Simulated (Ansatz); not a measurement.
Geometry optimisation, RKS B3LYP/def2-SVP (Ansatz 0.2.0).

Input file:

```yaml
crystal:
  periodic: [false, false, false]
  atoms:
    - { symbol: Ga, position_ang: [0.024685, 0.584765, -0.269576] }
    - { symbol: O, position_ang: [-0.252256, -0.316503, 2.555974] }
    - { symbol: H, position_ang: [-1.196737, -0.437309, 2.728067] }
    - { symbol: O, position_ang: [1.70792, 0.117215, -0.66156] }
    - { symbol: H, position_ang: [1.804127, -0.759647, -1.054975] }
    - { symbol: H, position_ang: [-1.262786, -0.146314, -0.75481] }
    - { symbol: S, position_ang: [-0.033133, 2.571855, 0.80796] }
    - { symbol: H, position_ang: [1.318352, 2.664095, 0.830185] }
    - { symbol: H, position_ang: [-0.136473, 0.664843, 2.573235] }
basis:
  gaussian: { orbitals: def2-SVP }
hamiltonian:
  xc: b3lyp
relax:
  f_tol: 0.03
  max_steps: 50
```

Command:

```bash
$ ansatz run input.yaml --threads 2 --pin off --max-ram 3072MiB --backend cpu --events-out ev --progress --plain --runs-dir out
```

Task: Where does it end, and by what steps?

Result: It converged. After 7 steps the energy has fallen by 0.282 eV; O2 moved furthest, 0.47 Å. Joined: Ga1–O2 (2.98 → 2.20 Å).

| step | energy less start (eV) | largest force component (eV/Å) | accepted |
| --- | --- | --- | --- |
| 0 | 0.0000 | 0.728 | yes |
| 1 | -0.0716 | 1.067 | yes |
| 2 | -0.2123 | 0.873 | yes |
| 3 | -0.2594 | 0.654 | yes |
| 4 | -0.2775 | 0.284 | yes |
| 5 | -0.2810 | 0.091 | yes |
| 6 | -0.2817 | 0.035 | yes |
| 7 | -0.2819 | 0.014 | yes |

```xyz
9
Properties=species:S:1:pos:R:3
Ga -0.033 0.531 0.036
O -0.164 -0.227 2.102
H -1.049 -0.542 2.342
O 1.642 0.053 -0.427
H 1.706 -0.802 -0.871
H -1.335 -0.127 -0.540
S -0.035 2.660 0.821
H 1.315 2.749 0.765
H -0.072 0.649 2.527
```

Whether the end is a true minimum wasn't checked by a vibrational analysis.

The run took 23 s on 2 threads of Arm Neoverse V1, with other jobs on the host, peak memory 0.24 GiB.
